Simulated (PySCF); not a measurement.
PySCF 2.14 output of an unrestricted BLYP calculation on a single atom or ion in aug-cc-pV(T+d)Z (6s5p4d2f, 55 functions), with the non-relativistic Hamiltonian (point nucleus):

```
SCF conv_tol = 1e-09
number electrons alpha = 10  beta = 6
    A. D. Becke.,  Phys. Rev. A 38, 3098 (1988)
    C. Lee, W. Yang, and R. G. Parr.,  Phys. Rev. B 37, 785 (1988)
    B. Miehlich, A. Savin, H. Stoll, and H. Preuss.,  Chem. Phys. Lett. 157, 200 (1989)
cycle= 1 E= -397.495485842256  delta_E= -0.0101  |g|= 0.025  |ddm|= 0.587
cycle= 2 E= -397.495678555498  delta_E= -0.000193  |g|= 0.0069  |ddm|= 0.104
cycle= 3 E= -397.495710677746  delta_E= -3.21e-05  |g|= 0.00326  |ddm|= 0.0488
cycle= 4 E= -397.495715187837  delta_E= -4.51e-06  |g|= 7.65e-05  |ddm|= 0.00951
cycle= 5 E= -397.495715192475  delta_E= -4.64e-09  |g|= 6.82e-06  |ddm|= 0.000367
cycle= 6 E= -397.495715192505  delta_E= -3.04e-11  |g|= 2.01e-07  |ddm|= 2.41e-05
converged SCF energy = -397.495715192505  <S^2> = 6.0026786  2S+1 = 5.0010713
```

The run itself started from symmetry-adapted Hartree-Fock orbitals and held the occupation by maximum overlap, on a logarithmic radial grid, so the iterations belong to that start.

Question: Which element, charge and spin multiplicity is this?

Answer: S (sulfur, neutral), multiplicity 5; the state was [Ne] 3s1 3p4 4s1, high-spin 5P determinant (an excited configuration).

The outer electron is Rydberg-like, and this basis confines it to a smaller radius and binds it less than a complete one would.
